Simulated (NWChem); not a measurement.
System: C2H6OSi; SMILES C[SiH2]C=O

The following NWChem deck was run.

```
start job
memory heap 200 mb stack 900 mb global 1100 mb
geometry units angstroms noautoz
  C     -1.044160    -1.432292     0.000000
  Si     0.647086    -0.635320     0.000000
  C      0.403050     1.283265     0.000000
  O     -0.699344     1.775075     0.000000
  H     -1.609893    -1.113918    -0.888491
  H     -0.978380    -2.530435     0.000000
  H     -1.609893    -1.113918     0.888491
  H      1.458300    -0.990608     1.208098
  H      1.458300    -0.990608    -1.208098
  H      1.311957     1.951705     0.000000
end
basis spherical
  C library def2-svp
  Si library def2-svp
  O library def2-svp
  H library def2-svp
end
dft
  xc b3pw91
  iterations 150
  mulliken
end
task dft energy
```

All runs use the structure optimised with PBE0/def2-SVP.

**Question.** What results follow from this input? (B3PW91/def2-SVP.) Quantities: energy (Ha); highest occupied level (eV); orbital gap (eV); dipole (D).

**Answer.** 
```json
{
 "energy (Ha)": "-444.22",
 "highest occupied level (eV)": "-6.58",
 "orbital gap (eV)": "5.06",
 "dipole (D)": "1.74"
}
```
